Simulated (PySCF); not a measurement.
A PySCF script (with the pyscf-properties extension) for the NMR shieldings of SMILES O[B-](O)(O)O, [BH4O4]-, on a GFN2-xTB geometry:

```python
import basis_set_exchange as bse
import numpy as np
from pyscf import gto, dft
from pyscf.prop import nmr

atoms = """
O    -0.222334    1.440855   -0.288783
B    -0.000633   -0.000238   -0.003167
O     1.322701   -0.481055   -0.477356
O    -1.049903   -0.772839   -0.716763
O    -0.052251   -0.186869    1.469905
H     0.269023    1.917409    0.377181
H     1.230127   -0.611931   -1.418797
H    -1.858311   -0.275880   -0.609645
H     0.375142   -1.023458    1.642246
"""
names = dict.fromkeys(["O", "B", "H"], "pcSseg-1")
basis = {el: gto.basis.parse(bse.get_basis(n, elements=[el], fmt="nwchem")) for el, n in names.items()}
mol = gto.M(atom=atoms, basis=basis, charge=-1, verbose=0)
mf = dft.RKS(mol, xc="PBE0")
mf.grids.level = 2
mf.grids.alignment = dft.numint.BLKSIZE   # the property module wants whole blocks of grid points
mf.conv_tol = 1e-9
mf.kernel()

calc = nmr.RKS(mf)   # GIAO
C = mf.mo_coeff
Co = C[:, mf.mo_occ > 0]
resp = mf.gen_response(singlet=True, hermi=2)
def vind(x):   # induced exchange potential for any number of trial vectors
    d = np.einsum("pi,xij,qj->xpq", C, 2 * x.reshape(-1, C.shape[1], Co.shape[1]), Co, optimize=True)
    return np.einsum("xpq,pi,qj->xij", resp(d - d.transpose(0, 2, 1)), C, Co, optimize=True).ravel()
mo1, _ = nmr.rhf.solve_mo1(calc, with_cphf=vind)
sigma = calc.kernel(mo1)
for i, s in enumerate(sigma):   # ppm
    w = np.linalg.eigvalsh((s + s.T) / 2)
    print("%2d %-2s iso %8.1f  s11 %8.1f  s22 %8.1f  s33 %8.1f" % (i, mol.atom_pure_symbol(i), w.mean(), *w))
```

Q: Give the expected output.

A: 
```
 0 O  iso    276.0  s11    236.4  s22    270.8  s33    320.8
 1 B  iso    100.1  s11     96.8  s22     97.0  s33    106.4
 2 O  iso    276.4  s11    237.1  s22    271.1  s33    321.1
 3 O  iso    276.5  s11    237.3  s22    271.1  s33    321.0
 4 O  iso    276.6  s11    237.1  s22    271.2  s33    321.4
 5 H  iso     32.6  s11     25.2  s22     29.5  s33     43.3
 6 H  iso     32.6  s11     25.2  s22     29.5  s33     43.3
 7 H  iso     32.6  s11     25.2  s22     29.5  s33     43.3
 8 H  iso     32.6  s11     25.1  s22     29.5  s33     43.2
```

These numbers come from an equivalent density-fitted implementation of the same equations, which agrees with the script to about 0.01 ppm for H and up to a few tenths of a ppm for heavy atoms, so last digits may differ.

Size and cost of the density-fitted run: 105 basis functions, 8.3 s wall time on 1 thread of an x86-64 server CPU, shared host.
